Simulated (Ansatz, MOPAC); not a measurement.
Spectroscopic constants of SiTe, closed-shell singlet (lowest of 2S+1 = 1, 3, 5 at CCSD(T)/def2-TZVPP on PBE0 minima; our sources give no spin for the ground state, which may be another). No spin–orbit coupling.

Constants: fifth-degree fit in 1/R to seven points, most abundant isotopes. In def2 and cc sets the state is the lowest found near the PBE0 minimum, followed along R. The singlet is held restricted.

Correlated levels freeze the inner cores; with def2 sets outer-core shells near the valence are correlated too. CBS(a, b) extrapolates the correlation energy as X⁻³ and adds the Hartree–Fock energy of set b. The state that PM3 reach isn't checked.

Programs: Ansatz (Gaussian orbitals); MOPAC for PM3 (differences of heats of formation). Values without a source in brackets are computed. In def2 rows elements past Kr take small-core potentials, without spin–orbit coupling.

Problem. What bond length and harmonic frequency does PM3 give?

Solution. r_e = 2.337 Å, ω_e = 277 cm⁻¹.

Problem. What bond length and harmonic frequency does SVWN5/def2-TZVPP give?

Solution. r_e = 2.272 Å, ω_e = 481 cm⁻¹.

Problem. What bond length and harmonic frequency does CCSD(T)/CBS(def2-TZVPP, def2-QZVPP) give?

Solution. r_e = 2.274 Å, ω_e = 488 cm⁻¹.

Ansatz is a first-principles code.
